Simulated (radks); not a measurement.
Values are calculated unless marked as measured or tabulated.
Q: Neutral gadolinium: order these configurations by energy. Level of theory: non-relativistic Kohn-Sham, PBE, spin-polarised, spherical densities, point nucleus (a radial shooting solver on a logarithmic mesh with Libxc functionals). Open shells are filled with parallel spins first. [Xe] 4f7 5d1 6s1 6p1; [Xe] 4f7 5d1 6s2; [Xe] 4f7 5d2 6s1; [Xe] 4f7 6s2 6p1; [Xe] 4f8 5d1 6s1; [Xe] 4f8 6s1 6p1; [Xe] 4f8 6s2.

A: From the lowest, in eV above it: [Xe] 4f8 6s2 0.000; [Xe] 4f8 5d1 6s1 0.869; [Xe] 4f8 6s1 6p1 1.552; [Xe] 4f7 5d2 6s1 3.097; [Xe] 4f7 5d1 6s2 3.406; [Xe] 4f7 5d1 6s1 6p1 4.912; [Xe] 4f7 6s2 6p1 6.230.
